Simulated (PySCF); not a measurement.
Zr (SMILES [Zr]), triplet (all electrons, no relativity).

PySCF was given this input:
```python
from pyscf import gto, scf

mol = gto.M(
    atom='''
Zr    0.00000000    0.00000000    0.00000000
''',
    basis='3-21g',
    spin=2,
    verbose=3,
)

mf = scf.UHF(mol)
mf.kernel()
```

Task: What does this run give for the <S^2>, total energy, number of basis functions, HOMO energy, dipole moment?

Result: 
```json
{
 "<S^2>": "2.011",
 "total_energy": "-3521.9842 Eh",
 "number_of_basis_functions": "36",
 "HOMO energy": "-5.19 eV",
 "dipole_moment": "0.00 D"
}
```

These values belong to the state on which the SCF converged, which isn't shown to be the lowest.
